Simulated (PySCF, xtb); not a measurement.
Si(F)2(Cl)(OH) (ClF2HOSi), SMILES F[Si](F)(Cl)O.

GFN2-xTB (xtb) at its own geometry gives an orbital gap of 8.41 eV and a dipole moment of 2.83 D.

Coordinates come from a PBE0-D3(BJ)/def2-SVP optimisation. One conformer was computed; it need not be the lowest.

### Question
What does HF/def2-TZVP (PySCF) give? (The exact figures need the calculation; the answer reports its results.)

### Answer
gap 16.68 eV (levels -13.56 and 3.12 eV), dipole 2.43 D.
